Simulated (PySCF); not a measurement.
An unknown gives this computed stick spectrum. Method used: TDDFT wB97X-D/def2-SVPD, vertical, gas phase, core orbitals frozen in the response in PySCF. Geometries: PBE0-D3(BJ)/def2-SVP, one conformer each.

```
state  E (eV)  λ (nm)       f
   S1    4.22   293.5  0.0019
   S2    4.34   285.9   0.322
   S3    4.45   278.8  0.0013
   S4    5.84   212.1   1.269
   S5    6.35   195.2  0.0039
   S6    6.57   188.7  0.0003
   S7    6.72   184.4  0.0022
   S8    6.86   180.8  0.0035
   S9    6.87   180.6   0.012
  S10    6.95   178.5  0.0044
```

Triplets computed (Tamm–Dancoff): 2.91, 3.94, 4.02, 4.32 eV.

Orbital energies (eV): HOMO-3 -11.41, HOMO-2 -10.08, HOMO-1 -8.58, HOMO -7.87, LUMO 0.34, LUMO+1 1.40, LUMO+2 2.05.

Question: Which structure fits? All have the formula C8H10Si.
A. `CC#CC#C/C=C/C[SiH3]`
B. `C1=C[SiH2]C=C1[C@H](C#C)C`
C. `c1ccc([C@@H]2C[SiH2]2)cc1`

Answer: A. Its S1, at 4.22 eV, is the lowest among the candidates; the nearest of the others has S1 at 4.52 eV. S1 is HOMO-1→LUMO (78%), HOMO→LUMO+1 (12%). Löwdin shares by element: HOMO carbon 62% or more (atoms not listed hold the other 38%); LUMO carbon 62% or more (atoms not listed hold the other 38%). At the same level the other candidates give, for their lowest levels:
- `C#C[C@H](C)C1=C[SiH2]C=C1`: 4.52 eV (f 0.045); 5.91 eV (f 0.000); 6.11 eV (f 0.004); 6.39 eV (f 0.077); 6.53 eV (f 0.012); T1 2.85 eV; HOMO -8.59, LUMO 0.25 eV
- `c1ccc([C@@H]2C[SiH2]2)cc1`: 5.10 eV (f 0.017); 5.38 eV (f 0.352); 6.17 eV (f 0.054); 6.25 eV (f 0.033); 6.52 eV (f 0.114); T1 3.94 eV; HOMO -7.93, LUMO 1.27 eV

Shape of the structure used: `[CH3:1][C:2]#[C:3][C:4]#[C:5]/[CH:6]=[CH:7]/[CH2:8][SiH3:9]`: C6–C7–C8–Si9 -103°.
